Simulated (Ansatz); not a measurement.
A nudged elastic band was laid between two geometries of BrGaH2 + CH4 (9 atoms, charge 0, multiplicity 1).

Computed with RKS B3LYP-D4/def2-SVP in Ansatz 0.2.0.

```yaml
movable_images: 5
climbing_image: yes
spring: 5.0 eV/Å²
optimiser: quadratic models (default)
start_path: through a guess of the saddle point
force_threshold: 0.05 eV/Å
iteration_limit: 60
end_points: relaxed
```

Initial state:

```xyz
9
Properties=species:S:1:pos:R:3
Ga -0.783 -0.623 -1.453
Br 0.821 0.321 -2.840
H -0.549 -2.123 -1.091
H -1.983 0.307 -1.093
H 1.023 0.749 0.381
C 0.495 0.426 1.290
H -0.350 1.099 1.490
H 1.197 0.450 2.135
H 0.130 -0.608 1.181
```

Final state:

```xyz
9
Properties=species:S:1:pos:R:3
Ga -0.817 -0.684 -0.496
Br 1.180 0.869 -2.159
H -0.357 -2.091 -1.043
H -2.073 0.025 -1.138
H 1.781 1.388 -0.968
C -0.034 0.027 1.190
H -0.116 1.124 1.255
H 1.022 -0.266 1.311
H -0.587 -0.392 2.049
```

Question: What changes between the two ends?

Answer: Bonds broken: H5–C6. Bonds formed: Ga1–C6, Br2–H5. BrGaH2 + CH4 becomes BrH + CH5Ga.

Question: What energy profile does the band end with?

Answer: It converged. The highest image is number 4 of 0 to 6, 1.92 eV above the first end and 0.40 eV above the last; the last end lies 1.52 eV above the first. A vibrational analysis at the climbing image gives one clearly imaginary mode, 806i cm⁻¹: a first-order saddle point. The orbitals stay closed-shell, which can raise the energy where a bond breaks towards radicals; this wasn't checked here.

| image | path coordinate (Å) | energy (eV) | H5–C6 (Å) | Ga1–C6 (Å) | Br2–H5 (Å) |
| --- | --- | --- | --- | --- | --- |
| 0 | 0.00 | 0.00 | 1.10 | 3.20 | 3.26 |
| 1 | 0.65 | 0.00 | 1.10 | 3.13 | 3.11 |
| 2 | 1.29 | 0.11 | 1.10 | 2.83 | 2.63 |
| 3 | 1.94 | 0.76 | 1.16 | 2.43 | 2.16 |
| 4 | 2.59 | 1.92 | 1.60 | 2.11 | 1.62 |
| 5 | 3.43 | 1.61 | 2.33 | 2.00 | 1.43 |
| 6 | 4.27 | 1.52 | 3.13 | 1.99 | 1.43 |

Question: What is the geometry of the highest image?

Answer: 
```xyz
9
Properties=species:S:1:pos:R:3
Ga -0.728 -0.576 -0.720
Br 1.223 0.855 -1.983
H -0.326 -2.057 -1.001
H -2.046 0.191 -1.046
H 0.831 0.567 -0.433
C 0.207 0.212 1.001
H -0.138 1.218 1.278
H 1.278 0.107 1.244
H -0.301 -0.518 1.661
```

Question: What are the harmonic wavenumbers there?

Answer: 806i, 95, 160, 289, 384, 406, 469, 581, 663, 736, 798, 879, 1192, 1328, 1431, 1453, 1990, 2006, 3004, 3084, 3149 cm⁻¹.

Time of the run: 2.4 min on 2 threads of Arm Neoverse V2, with other jobs on the host, peak memory 0.28 GiB.
